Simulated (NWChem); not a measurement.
# Atomisation of C₂H₆Be

SMILES: [CH3][Be][CH3]
```xyz
9

Be     0.0000     0.0000     0.0002
C      1.0539     1.3087     0.0000
H      0.9265     1.9499     0.8908
H      0.9112     1.9617    -0.8798
H      2.1131     0.9939    -0.0113
C     -1.0539    -1.3087     0.0000
H     -0.9265    -1.9499     0.8908
H     -0.9112    -1.9617    -0.8798
H     -2.1131    -0.9939    -0.0113
```
Charge 0, spin multiplicity 1.

All runs are NWChem calculations. The geometry was optimised at PBE0/def2-SVP, a minimum by its harmonic frequencies.

Basis set: def2-TZVP. The atomisation energy is electronic alone: no zero-point, thermal, spin-orbit or counterpoise terms. No value is extrapolated to the basis-set limit. Free atoms are single determinants with multiplicities Be 1, C 3, H 2. Correlated methods freeze the same cores in atoms and molecule, 3 orbitals in all.

| method | atomisation energy (kcal/mol) | relative cost |
|---|---|---|
| HF | 592.2 | 1 |
| LDA (SVWN5) | 853.2 | under 3 |
| B3LYP | 764.5 | under 3 |
| PBE | 771.2 | under 3 |
| BHandHLYP | 751.2 | under 3 |
| BLYP | 757.5 | under 3 |
| PBE0 | 764.9 | under 3 |
| BP86 | 782.1 | under 3 |
| MP2 | 738.2 | 3 |

The values span 261.0 kcal/mol, from HF (lowest) to LDA (SVWN5) (highest). Costs are rough ratios of processor time within this set of runs, SCF included, with HF as 1. Costs are the molecule's.

B3LYP has NWChem's definition, with VWN1-RPA local correlation. The structure started from a generated list of species. The stability of the SCF solutions was not checked. Open-shell Hartree-Fock references start from PBE0 orbitals; any time given for them includes that run.
